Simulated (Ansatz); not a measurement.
`CC[SiH]1[AlH][SiH2]1` → `C[C@@H]1[AlH][Si@H]1[SiH3]`  (isomerisation)

Calculated with Ansatz (gas phase, PBE0-D4/def2-TZVP geometries, no zero-point term in ΔE). CCSD(T)/CBS adds triple-zeta CCSD(T) − MP2 to the extrapolated MP2 energy (def2 sets, frozen cores). DFT in def2-TZVPP. B3LYP here is the variant with VWN-RPA as its local correlation; programs differ in this. One conformer a species, not always the lowest.

| level | ΔE (kJ/mol) |
| --- | --- |
| PBE0 | 42.8 |
| B3LYP | 30.2 |

What does CCSD(T)/CBS give? (An estimate is asked.)

Ansatz gave: +32.5 kJ/mol. The listed levels differ from it by 10.3, -2.3 kJ/mol.

Largest T1 diagnostic among the species: 0.013.
